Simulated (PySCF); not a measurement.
Molecule: SMILES [Si@H](C[SiH3])([SiH3])P, CH11PSi3.

Geometry:
| atom | x (Å) | y (Å) | z (Å) |
| --- | --- | --- | --- |
| Si1 | -2.060 | -1.054 | -0.008 |
| C2 | -1.019 | -0.384 | 1.410 |
| Si3 | 0.597 | 0.466 | 0.920 |
| Si4 | 1.941 | -0.947 | -0.387 |
| P5 | 0.329 | 2.379 | -0.272 |
| H6 | -2.545 | 0.058 | -0.881 |
| H7 | -1.240 | -1.984 | -0.846 |
| H8 | -3.246 | -1.801 | 0.512 |
| H9 | -1.627 | 0.325 | 1.998 |
| H10 | -0.768 | -1.225 | 2.081 |
| H11 | 1.351 | 0.851 | 2.156 |
| H12 | 1.412 | -1.021 | -1.785 |
| H13 | 3.342 | -0.428 | -0.436 |
| H14 | 1.957 | -2.331 | 0.185 |
| H15 | -0.721 | 2.881 | 0.559 |
| H16 | -0.571 | 1.781 | -1.207 |

Geometry PBE0-D3(BJ)/def2-SVP throughout; GIAO in PySCF 2.14.0 with density-fitted response routines, gas phase, one conformer, non-relativistic; equivalent atoms averaged; functional PBE0.

**Question.** How do the absolute shieldings σ depend on the basis set? (a selection of nuclei; ppm; last column core-seconds on shared hosts with different chips, so compare them loosely)

**Answer.** 
| basis set | functions | Si3 | Si1 | C2 | P5 | H11 | H6/H7/H8 | H12/H13/H14 | H15/H16 | H9 | core-s |
| --- | --- | --- | --- | --- | --- | --- | --- | --- | --- | --- | --- |
| STO-3G | 52 | 539.5 | 579.3 | 248.2 | 729.5 | 30.84 | 31.01 | 31.14 | 32.61 | 33.29 | 3.8 |
| 6-31G | 83 | 463.8 | 496.8 | 207.0 | 640.6 | 28.39 | 28.87 | 29.34 | 31.01 | 32.74 | 7.6 |
| 6-31G* | 108 | 440.1 | 461.4 | 200.6 | 610.5 | 27.22 | 27.76 | 28.23 | 30.09 | 31.97 | 10 |
| def2-SVP | 141 | 456.1 | 481.4 | 200.9 | 634.3 | 26.75 | 27.40 | 27.78 | 29.69 | 31.40 | 12 |
| pcSseg-1 | 168 | 395.9 | 424.1 | 191.9 | 587.2 | 26.73 | 27.33 | 27.72 | 29.44 | 31.24 | 18 |
| 6-311+G(2d,p) | 233 | 387.5 | 415.8 | 190.9 | 579.9 | 26.63 | 27.28 | 27.68 | 29.51 | 31.20 | 25 |
| def2-TZVP | 245 | 376.8 | 403.4 | 191.6 | 568.1 | 26.58 | 27.23 | 27.65 | 29.53 | 31.21 | 28 |

**Question.** Which nucleus among those listed moves most, in ppm?

**Answer.** Si1 (silicon bonded to C, 3 H): from 403.4 ppm with def2-TZVP to 579.3 ppm with STO-3G. The smallest spread is 2.09 ppm, at H9. Proton shifts span only some 12 ppm, so a few tenths of a ppm matter as much there as several ppm in carbon.

**Question.** Taking the largest basis, def2-TZVP (245 functions), as the yardstick, rank the others by their worst heavy-atom deviation.

**Answer.** 6-311+G(2d,p) 12.4 ppm (233 functions), pcSseg-1 20.7 ppm (168 functions), 6-31G* 63.3 ppm (108 functions), def2-SVP 79.3 ppm (141 functions), 6-31G 93.3 ppm (83 functions), STO-3G 175.8 ppm (52 functions).

A small basis that lands close on one nucleus may do so by chance; judge by the trend and by all nuclei.
